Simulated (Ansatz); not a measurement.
`[OH][Zr]([OH])([OH])[SH]`. The species carries charge 0 and has multiplicity 1. Zr takes the def2 core potential. The structure was optimised at the PBE0-D4/def2-TZVP level. It is one conformer, not always the lowest.

```xyz
9

O     1.773   -0.597    0.129
Zr   -0.027    0.008   -0.144
O    -0.467    0.089   -2.004
O    -0.259    1.684    0.757
S    -1.611   -1.648    0.805
H     2.608   -1.048    0.046
H    -0.678    0.389   -2.883
H    -0.116    2.499    1.229
H    -1.223   -1.376    2.065
```

Task: What is the dipole moment at ωB97M-V/def2-TZVPP? (Best estimate.)

Result: Computed: 3.53 D, with components (2.44, 2.37, -0.94) D in this frame, pointing from negative to positive charge.

Task: And with PBE, r2SCAN, B3LYP? (Best estimate.)

Result: The calculation gave: PBE 3.39 D, r2SCAN 3.47 D, B3LYP 3.41 D.

Task: Give the Mulliken charges with ωB97M-V, B3LYP, r2SCAN in def2-TZVPP. (Estimate.)

Result: Ansatz gave: 
| atom | ωB97M-V | B3LYP | r2SCAN |
| --- | --- | --- | --- |
| O1 | -0.49 | -0.52 | -0.54 |
| Zr2 | 1.25 | 1.33 | 1.34 |
| O3 | -0.49 | -0.52 | -0.53 |
| O4 | -0.49 | -0.52 | -0.54 |
| S5 | -0.38 | -0.40 | -0.41 |
| H6 | 0.16 | 0.18 | 0.19 |
| H7 | 0.17 | 0.18 | 0.20 |
| H8 | 0.16 | 0.18 | 0.19 |
| H9 | 0.11 | 0.10 | 0.10 |

B3LYP here is the variant with VWN-RPA as its local correlation; programs differ in this.
